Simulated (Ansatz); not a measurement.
Consider the isomerisation: `Cc1ccc(C(C)(C)C)cc1` → `Cc1cc(C)c(C)c(C)c1C`.

Gas-phase electronic energies from Ansatz, PBE0-D4/def2-TZVP geometries. CCSD(T)/CBS is the MP2 limit (def2-TZVPP, def2-QZVPP) plus CCSD(T) − MP2 in def2-TZVPP, frozen cores.

```tsv
species	SCS-MP2/def2-QZVPP energy (Eh)
`Cc1ccc(C(C)(C)C)cc1`	-427.98723
`Cc1cc(C)c(C)c(C)c1C`	-427.98921
```

Task: Work out ΔE.

Result: ΔE = (-427.98921) − (-427.98723) = -0.00198 Eh = -5.2 kJ/mol. CCSD(T)/CBS gives -5.4 kJ/mol.

Largest T1 diagnostic among the species: 0.010.

In def2-TZVPP, CCSD(T) changes the Hartree–Fock value by −6.2 kJ/mol (the triples alone add −1.5 kJ/mol) and MP2 by −9.0 kJ/mol. Leaving LDA and LC-ωPBE aside and taking each functional with its dispersion term where it has one, the values, not all of them listed here, spread over 10.4 kJ/mol, from PBE-D4 to ωB97M-V. LDA lies −6.6 kJ/mol from PBE without D4.
